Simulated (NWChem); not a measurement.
# C2H4ClNSi; SMILES C#C[Si@@H](N)Cl

```xyz
9

C      0.8239     2.6437    -0.3474
C      0.3034     1.5796    -0.0227
Si    -0.4602    -0.0095     0.4766
N     -1.9347    -0.1788    -0.4031
Cl     0.9726    -1.5033     0.1219
H      1.2828     3.5817    -0.6329
H     -0.7639    -0.0612     1.9381
H     -2.5571    -0.9598    -0.1789
H     -1.9236    -0.0027    -1.4114
```
Atoms are numbered in this order, from 1.

All runs: NWChem. All runs use the structure optimised with PBE-D3(BJ)/def2-SVP. Level: PBE0/def2-SVP with SMD (1 M gas to 1 M solution), gas-phase geometry. Reactions with the solvent are ignored.

For solvent water:

```
Quantity                                     Value
-------------------------------------------  -----
solvation free energy (kcal/mol)              -2.2
cavity-dispersion-structure term (kcal/mol)    5.4
dipole in solution (D)                        2.42
```

**Question.** How do the values read with solvent diethyl ether instead?

**Answer.** The solvation free energy (kcal/mol) is -4.9 and the cavity-dispersion-structure term (kcal/mol) comes out as 0.8. The dipole in solution (D) is 2.29.
